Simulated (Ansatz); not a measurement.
Z-matrix (Å, degrees):
```
C
H 1 1.0953
O 1 1.4143 2 110.81
H 3 0.9665 1 108.43 2 54.84
O 1 1.4201 2 103.73 3 120.23
H 5 0.9660 1 108.30 2 177.79
Si 1 1.9129 2 111.06 5 120.63
H 7 1.4797 1 111.42 2 68.70
H 7 1.4804 8 109.82 1 120.36
H 7 1.4832 8 110.25 9 120.51
```
Charge 0, spin multiplicity 1.

Calculation: Ansatz (an electronic-structure program) with frozen-core CCSD(T)/cc-pVTZ // B3LYP-D3(BJ)/def2-TZVP.

- HF energy = -480.08496 Ha
- MP2 correlation energy = -0.78471 Ha

Q: Estimate the CCSD correlation energy, the (T) correction, the total energy and the T1 diagnostic.

A: 
| Property | Value |
|---|---|
| CCSD correlation energy | -0.81870 Ha |
| (T) correction | -0.02981 Ha |
| CCSD(T) total energy | -480.93347 Ha |
| T1 diagnostic | 0.012 |
